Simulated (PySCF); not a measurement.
AgI, SMILES [Ag][I], multiplicity 1.

Geometry: B3LYP-D3(BJ)/def2-TZVP. The spin state was assumed, not searched. The def2 effective core potentials stand for the cores of Ag, I; spin–orbit coupling is left out.

These are PBE/def2-TZVPD (PySCF) values and carry that method's errors.

Isolated molecule, no solvent.

The total energy is -444.74547 hartree and the point group comes out as C∞v. The highest occupied level comes out as -5.85 eV and the lowest empty level is -3.98 eV. The orbital gap is 1.87 eV, the dipole moment comes out as 4.31 D and the quadrupole, principal values (traceless, Buckingham form, about the centre of nuclear charge) is -4.20, -4.20, 8.40 D·Å. The mean static polarisability is 71.4 bohr³ (10.59 Å³) and the polarisability, principal values is 57.7, 57.7, 99.0 bohr³.
